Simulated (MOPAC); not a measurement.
A run for MOPAC: AM1 on CH4Si (SMILES C[SiH]), a point of a torsion scan.

```
AM1 1SCF PRECISE CHARGE=0 THREADS=1
CH4Si

C     -0.53354325 1     0.02992166 1    -0.00783843 1
Si     1.23507379 1     0.76556852 1    -0.02153895 1
H     -0.67419147 1    -0.67731410 1    -0.82620963 1
H     -1.28759885 1     0.81020555 1    -0.11814902 1
H     -0.75078333 1    -0.50045261 1     0.91785296 1
H      1.18106643 1     1.39436218 1    -1.37998916 1
```

Program output:

```
*******************************************************************************
 **                                                                           **
 **                              MOPAC v23.2.5                                **
 **                                                                           **
 *******************************************************************************
 ** MOPAC's Digital Object Identifier: https://doi.org/10.5281/zenodo.6511958 **
 **                                                                           **
 ** Please cite the open-source release paper for use of this MOPAC version:  **
 ** J. E. Moussa and J. J. P. Stewart (2026)                                  **
 ** MOPAC: An open-source semiempirical molecular orbital program             **
 ** J. Open Source Softw., 11(119), 8025, https://doi.org/10.21105/joss.08025 **
 *******************************************************************************

                              AM1 CALCULATION RESULTS

 *******************************************************************************
 *  AM1        - The AM1 Hamiltonian to be used
 *
 *
 *
 *                 CHARGE ON SYSTEM = 0
 *
 *
 *
 *  PRECISE    - TIGHTER CRITERIA TO BE USED
 *  1SCF       - DO 1 SCF AND THEN STOP
 *  THREADS=1  - MULTI-THREADING NOT USED
 *  T=         - A TIME OF 172800.0 SECONDS REQUESTED
 *  DUMP=N     - RESTART FILE WRITTEN EVERY 7200.0 SECONDS REQUESTED
 *******************************************************************************
AM1 1SCF PRECISE CHARGE=0 THREADS=1
 CH4Si

   ATOM   CHEMICAL          X               Y               Z
  NUMBER   SYMBOL      (ANGSTROMS)     (ANGSTROMS)     (ANGSTROMS)

     1       C         -0.53354325  *   0.02992166  *  -0.00783843  *
     2      Si          1.23507379  *   0.76556852  *  -0.02153895  *
     3       H         -0.67419147  *  -0.67731410  *  -0.82620963  *
     4       H         -1.28759885  *   0.81020555  *  -0.11814902  *
     5       H         -0.75078333  *  -0.50045261  *   0.91785296  *
     6       H          1.18106643  *   1.39436218  *  -1.37998916  *



          CARTESIAN COORDINATES

    NO.       ATOM           X           Y           Z

     1         C         -0.5335      0.0299     -0.0078
     2        Si          1.2351      0.7656     -0.0215
     3         H         -0.6742     -0.6773     -0.8262
     4         H         -1.2876      0.8102     -0.1181
     5         H         -0.7508     -0.5005      0.9179
     6         H          1.1811      1.3944     -1.3800

  H: (AM1): M.J.S. DEWAR ET AL, J. AM. CHEM. SOC. 107 3902-3909 (1985)
  C: (AM1): M.J.S. DEWAR ET AL, J. AM. CHEM. SOC. 107 3902-3909 (1985)
 Si: (AM1): M.J.S.DEWAR, C. JIE, ORGANOMETALLICS, 6, 1486-1490 (1987).

           Empirical Formula: C H4 Si  =     6 atoms



      MOLECULAR POINT GROUP   :   Cs


      RHF CALCULATION, NO. OF DOUBLY OCCUPIED LEVELS = 6


 -------------------------------------------------------------------------------
 AM1 1SCF PRECISE CHARGE=0 THREADS=1
 CH4Si



     1SCF WAS SPECIFIED, SO BFGS WAS NOT USED
     SCF FIELD WAS ACHIEVED


                              AM1 CALCULATION
                                                       MOPAC v23.2.5 Linux




          FINAL HEAT OF FORMATION =         49.39338 KCAL/MOL =     206.66189 KJ/MOL


          COSMO AREA              =         94.84 SQUARE ANGSTROMS
          COSMO VOLUME            =         82.02 CUBIC ANGSTROMS

          IONIZATION POTENTIAL    =          7.694309 EV
          HOMO LUMO ENERGIES (EV) =         -7.694 -1.097
          NO. OF FILLED LEVELS    =          6
          MOLECULAR WEIGHT        =         44.1281         POINT GROUP:  Cs

          MOLECULAR DIMENSIONS (Angstroms)

            Atom       Atom       Distance
            H     6    H     5     3.54999
           Si     2    H     4     2.17262
           Si     2    H     3     1.60711


          SCF CALCULATIONS        =          1





   ATOM   CHEMICAL          X               Y               Z
  NUMBER   SYMBOL      (ANGSTROMS)     (ANGSTROMS)     (ANGSTROMS)

     1       C         -0.53354325  *   0.02992166  *  -0.00783843  *
     2      Si          1.23507379  *   0.76556852  *  -0.02153895  *
     3       H         -0.67419147  *  -0.67731410  *  -0.82620963  *
     4       H         -1.28759885  *   0.81020555  *  -0.11814902  *
     5       H         -0.75078333  *  -0.50045261  *   0.91785296  *
     6       H          1.18106643  *   1.39436218  *  -1.37998916  *

                             CARTESIAN COORDINATES

   1    C       -0.533543250     0.029921660    -0.007838430
   2   Si        1.235073790     0.765568520    -0.021538950
   3    H       -0.674191470    -0.677314100    -0.826209630
   4    H       -1.287598850     0.810205550    -0.118149020
   5    H       -0.750783330    -0.500452610     0.917852960
   6    H        1.181066430     1.394362180    -1.379989160


           Empirical Formula: C H4 Si  =     6 atoms



      MOLECULAR POINT GROUP   :   Cs


                  EIGENVALUES
 -28.77462 -14.17186 -13.69424 -13.23759 -11.22835  -7.69431  -1.09731   1.79078
   2.44151   4.42161   4.54349   5.35759


              NET ATOMIC CHARGES AND DIPOLE CONTRIBUTIONS

  ATOM NO.   TYPE          CHARGE      No. of ELECS.   s-Pop       p-Pop
    1          C          -0.589453        4.5895     1.27316     3.31630
    2         Si           0.621169        3.3788     1.50759     1.87124
    3          H           0.088782        0.9112     0.91122
    4          H           0.088721        0.9113     0.91128
    5          H           0.088612        0.9114     0.91139
    6          H          -0.297831        1.2978     1.29783
 DIPOLE           X         Y         Z       TOTAL
 POINT-CHG.     2.350     0.048     1.920     3.035
 HYBRID        -3.392    -0.236    -2.424     4.176
 SUM           -1.042    -0.188    -0.504     1.173


          ATOMIC ORBITAL ELECTRON POPULATIONS

     Atom    s        px        py        pz
    1  C   1.27316   1.20404   1.06681   1.04545
    2 Si   1.50759   0.84039   0.21749   0.81337
    3  H   0.91122
    4  H   0.91128
    5  H   0.91139
    6  H   1.29783

 **********************
 *                    *
 * JOB ENDED NORMALLY *
 *                    *
 **********************




 == MOPAC DONE ==
```

The run finished.

Cost: about 0.010 core-seconds (a rough figure).
